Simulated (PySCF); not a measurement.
Structure problem from calculated spectra and properties.

Formula: C11H7FO.

* Dipole: 4.04 D [B3LYP/def2-SVPD]
* 13C NMR: chemical shifts (computed TMS as zero) by class: 160.4 (1 C), 140.6 (1 C), 136.9 (1 C), 134.8 (1 C), 134.6 (1 C), 133.3 (1 C), 132.6 (1 C), 130.7 (1 C), 130.4 (1 C), 127.8 (1 C), 121.7 (1 C) ppm [GIAO PBE/pcSseg-1]
* Couplings: largest of the computed one-bond spin–spin couplings (means over like bonds): 19F–13C -404.1, 13C–1H +177.0, 13C–1H +172.0, 13C–1H +171.5, 13C–1H +168.8, 13C–1H +168.3, 13C–1H +167.7, 13C–1H +167.0 Hz [B3LYP/pcJ-1, spin–dipole term left out for some pairs]
* UV, strongest line: among the 10 lowest singlet transitions: S8 at 6.19 eV (200 nm, f = 0.460) [TDDFT B3LYP/def2-SVPD]
* UV, first state: lowest singlet excitation: 3.77 eV (329 nm, f = 0.099) [TDDFT B3LYP/def2-SVPD]
* Rotational structure: rotational constants A, B, C: 1.375, 0.706, 0.466 GHz [PBE0-D3(BJ)/def2-SVP]

Gas-phase values; electronic properties from PySCF, density fitting. Levels stand in brackets. One conformer (not necessarily the lowest) at the PBE0-D3(BJ)/def2-SVP geometry, without solvent, vibrations or thermal averaging. NMR values are class means; diastereotopic atoms form classes of their own.

Task: Propose a structure and show how it fits.

Result: Numbering: `[O:1]=[C:2]([F:3])[c:4]1[cH:5][cH:6][cH:7][c:8]2[cH:9][cH:10][cH:11][cH:12][c:13]12`. Its formula, C11H7FO, gives 8 degrees of unsaturation: 2 rings and 6 π bonds in the structure found (Kekulé form). 11 carbons fall into 11 classes; from least to most shielded: acyl halide carbon [C2] (160.4 ppm), aromatic CH carbon [C7] (140.6 ppm), aromatic CH carbon [C5] (136.9 ppm), ring-fusion aromatic carbon [C8] (134.8 ppm), ring-fusion aromatic carbon [C13] (134.6 ppm), aromatic CH carbon [C11] (133.3 ppm), aromatic CH carbon [C9] (132.6 ppm), aromatic CH carbon [C12] (130.7 ppm), aromatic CH carbon [C10] (130.4 ppm), aromatic CH carbon [C6] (127.8 ppm), substituted aromatic carbon [C4] (121.7 ppm). The couplings run between: -404.1 Hz, acyl fluorine [F3] and acyl halide carbon [C2]; +177.0 Hz, aromatic CH carbon [C12] and its hydrogen; +172.0 Hz, aromatic CH carbon [C5] and its hydrogen; +171.5 Hz, aromatic CH carbon [C6] and its hydrogen; +168.8 Hz, aromatic CH carbon [C11] and its hydrogen; +168.3 Hz, aromatic CH carbon [C10] and its hydrogen; +167.7 Hz, aromatic CH carbon [C9] and its hydrogen; +167.0 Hz, aromatic CH carbon [C7] and its hydrogen. S1 is mainly HOMO→LUMO (weight 0.95); the largest Löwdin shares of the orbital it empties are 0.16 on each of 2 atoms of one kind (aromatic CH carbon), 0.11 on the substituted aromatic carbon and 0.10 on an aromatic CH carbon, of the orbital it fills 0.15 on an aromatic CH carbon, 0.13 on an aromatic CH carbon, 0.11 on the acyl halide carbon and 0.11 on the substituted aromatic carbon. The optimised geometry has point group Cs and is an asymmetric top. Structure: `O=C(F)c1cccc2ccccc12`. Computed isomers that give other values at the same levels: `O=C(F)c1ccc2ccccc2c1` (rotational constant A: 2.177 GHz; this holds for the one conformer computed). The assignments are read from this structure; whether some other isomer fits the data as well wasn't checked.

The values belong to the conformer `[O:1]=[C:2]([F:3])[c:4]1[cH:5][cH:6][cH:7][c:8]2[cH:9][cH:10][cH:11][cH:12][c:13]12`: O1–C2–C4–C5 -179°.
